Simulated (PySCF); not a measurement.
## Spinor energies of Au(2+) (gold, charge +2)

Start: [Xe] 4f14 5d9; 5d3/2 filled at m_j = -1/2, +1/2, +3/2; 5d5/2 filled at m_j = -5/2, -3/2, -1/2, +1/2, +3/2, +5/2. Calculated with PySCF 2.14 in x2c-TZVPPall-2c (11s11p10d3f1g, 124 functions): generalised Hartree-Fock with the X2C-1e Hamiltonian and a Gaussian nucleus; one run each with spin-orbit coupling (SO) screened by Boettger's factors, then bare. This is a chosen level, not necessarily the ground level.

```json
{"spinor shell": "1s1/2", "electrons": "2", "ε, screened SO (eV)": "-81168.5", "ε, bare SO (eV)": "-81166.6", "weight of nominal j (bare SO)": "1.000", "rms radius, bare SO (bohr)": "0.0190"}
{"spinor shell": "2s1/2", "electrons": "2", "ε, screened SO (eV)": "-14488.2", "ε, bare SO (eV)": "-14487.6", "weight of nominal j (bare SO)": "1.000", "rms radius, bare SO (bohr)": "0.0768"}
{"spinor shell": "2p1/2", "electrons": "2", "ε, screened SO (eV)": "-13870.6", "ε, bare SO (eV)": "-13912.6", "weight of nominal j (bare SO)": "1.000", "rms radius, bare SO (bohr)": "0.0649"}
{"spinor shell": "2p3/2", "electrons": "4", "ε, screened SO (eV)": "-12029.6", "ε, bare SO (eV)": "-12016.7", "weight of nominal j (bare SO)": "1.000", "rms radius, bare SO (bohr)": "0.0731"}
{"spinor shell": "3s1/2", "electrons": "2", "ε, screened SO (eV)": "-3504.7", "ε, bare SO (eV)": "-3504.6", "weight of nominal j (bare SO)": "1.000", "rms radius, bare SO (bohr)": "0.196"}
{"spinor shell": "3p1/2", "electrons": "2", "ε, screened SO (eV)": "-3228.0", "ε, bare SO (eV)": "-3237.3", "weight of nominal j (bare SO)": "1.000", "rms radius, bare SO (bohr)": "0.187"}
{"spinor shell": "3p3/2", "electrons": "4", "ε, screened SO (eV)": "-2815.7", "ε, bare SO (eV)": "-2812.7", "weight of nominal j (bare SO)": "1.000", "rms radius, bare SO (bohr)": "0.204"}
{"spinor shell": "3d3/2", "electrons": "4", "ε, screened SO (eV)": "-2361.5", "ε, bare SO (eV)": "-2369.5", "weight of nominal j (bare SO)": "1.000", "rms radius, bare SO (bohr)": "0.179"}
{"spinor shell": "3d5/2", "electrons": "6", "ε, screened SO (eV)": "-2273.5", "ε, bare SO (eV)": "-2268.5", "weight of nominal j (bare SO)": "1.000", "rms radius, bare SO (bohr)": "0.184"}
{"spinor shell": "4s1/2", "electrons": "2", "ε, screened SO (eV)": "-814.61", "ε, bare SO (eV)": "-814.59", "weight of nominal j (bare SO)": "1.000", "rms radius, bare SO (bohr)": "0.433"}
{"spinor shell": "4p1/2", "electrons": "2", "ε, screened SO (eV)": "-695.42", "ε, bare SO (eV)": "-697.72", "weight of nominal j (bare SO)": "1.000", "rms radius, bare SO (bohr)": "0.437"}
{"spinor shell": "4p3/2", "electrons": "4", "ε, screened SO (eV)": "-595.26", "ε, bare SO (eV)": "-594.56", "weight of nominal j (bare SO)": "1.000", "rms radius, bare SO (bohr)": "0.472"}
{"spinor shell": "4d3/2", "electrons": "4", "ε, screened SO (eV)": "-399.88", "ε, bare SO (eV)": "-401.65", "weight of nominal j (bare SO)": "1.000", "rms radius, bare SO (bohr)": "0.484"}
{"spinor shell": "4d5/2", "electrons": "6", "ε, screened SO (eV)": "-380.86", "ε, bare SO (eV)": "-379.79", "weight of nominal j (bare SO)": "1.000", "rms radius, bare SO (bohr)": "0.497"}
{"spinor shell": "5s1/2", "electrons": "2", "ε, screened SO (eV)": "-149.31", "ε, bare SO (eV)": "-149.32", "weight of nominal j (bare SO)": "1.000", "rms radius, bare SO (bohr)": "0.998"}
{"spinor shell": "4f5/2", "electrons": "6", "ε, screened SO (eV)": "-127.62", "ε, bare SO (eV)": "-128.85", "weight of nominal j (bare SO)": "1.000", "rms radius, bare SO (bohr)": "0.541"}
{"spinor shell": "4f7/2", "electrons": "8", "ε, screened SO (eV)": "-123.87", "ε, bare SO (eV)": "-122.97", "weight of nominal j (bare SO)": "1.000", "rms radius, bare SO (bohr)": "0.548"}
{"spinor shell": "5p1/2", "electrons": "2", "ε, screened SO (eV)": "-107.74", "ε, bare SO (eV)": "-108.16", "weight of nominal j (bare SO)": "0.999", "rms radius, bare SO (bohr)": "1.08"}
{"spinor shell": "5p3/2", "electrons": "4", "ε, screened SO (eV)": "-91.672", "ε, bare SO (eV)": "-91.562", "weight of nominal j (bare SO)": "0.999", "rms radius, bare SO (bohr)": "1.18"}
{"spinor shell": "5d3/2", "electrons": "3", "ε, screened SO (eV)": "-34.805", "ε, bare SO (eV)": "-34.997", "weight of nominal j (bare SO)": "0.981", "rms radius, bare SO (bohr)": "1.56"}
{"spinor shell": "5d5/2", "electrons": "6", "ε, screened SO (eV)": "-32.922", "ε, bare SO (eV)": "-32.829", "weight of nominal j (bare SO)": "0.991", "rms radius, bare SO (bohr)": "1.63"}
```

```
   quantity   screened SO       bare SO
E (hartree)  -19025.81170  -19027.62014
        M_J           3/2           3/2
       ⟨J²⟩         3.756         3.756
       ⟨L²⟩         6.197         6.211
       ⟨S²⟩         0.933         0.947
```

Each row is a mean over spinors that exchange with the open shell spreads, by up to 3.804 eV (5p1/2).

Breit and QED terms are absent; they matter most for the inner s and p1/2 levels.

Densities and radii are taken from the X2C orbitals without a picture-change correction, which distorts them close to the nucleus.
